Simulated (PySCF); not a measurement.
# How methods differ on the ionisation energy of Eu²⁺

Eu²⁺ [Xe] 4f7 (8S) → Eu³⁺ [Xe] 4f6 (7F), as a difference of total energies. Computed with PySCF 2.14 in ANO-RCC-VTZP (8s7p5d3f2g1h, 104 functions), with the spin-free X2C one-electron Hamiltonian (Gaussian nucleus). The calculations carry no spin-orbit coupling.

```json
{"method": "UHF", "ionisation energy (eV)": "22.727"}
{"method": "r2SCAN0", "ionisation energy (eV)": "25.356"}
{"method": "PBEsol", "ionisation energy (eV)": "26.307"}
```

The reference lies between the lowest fine-structure levels, while these numbers refer to the centres of the terms.

For comparison: 24.84 ± 0.03 eV (semi-empirical (NIST evaluation); NIST Atomic Spectra Database, ionization energies).
